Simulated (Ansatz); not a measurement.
Start from `B[SiH](B)CF` and change one atom or group to get `B[SiH2]CF`.

Ansatz, PBE0-D4/def2-TZVP geometries, multiplicity 1. Each molecule was computed in one conformer, which needn't be the lowest.

| property | `B[SiH](B)CF` |
| --- | --- |
| HOMO energy (B3LYP/def2-TZVPP) / eV | -7.73 |
| HOMO–LUMO gap (PBE0/def2-TZVPP) / eV | 4.90 |
| LUMO energy (ωB97M-V/def2-TZVPP) / eV | -1.09 |
| LUMO energy (B3LYP/def2-TZVPP) / eV | -3.19 |
| size of the dipole moment (PBE/def2-TZVPP) / D | 1.31 |
| HOMO energy (PBE0/def2-TZVPP) / eV | -7.91 |

Q: Give the same properties after the change, and the shifts. (An estimate is asked.)

A: Computed: 
```
                                      property  `B[SiH2]CF`  shift
           HOMO energy (B3LYP/def2-TZVPP) / eV        -8.10  -0.37
          HOMO–LUMO gap (PBE0/def2-TZVPP) / eV         5.69   0.79
         LUMO energy (ωB97M-V/def2-TZVPP) / eV        -0.66   0.43
           LUMO energy (B3LYP/def2-TZVPP) / eV        -2.83   0.36
size of the dipole moment (PBE/def2-TZVPP) / D         1.70   0.39
            HOMO energy (PBE0/def2-TZVPP) / eV        -8.31  -0.40
```

With PBE0 the HOMO falls by 0.40 eV and the LUMO rises by 0.39 eV, so the gap widens by about 0.79 eV. PBE moves the HOMO by -0.12 eV and ωB97M-V by -0.51 eV. Dipoles are sizes alone; their direction can turn.

B3LYP here is the variant with VWN-RPA as its local correlation; programs differ in this.
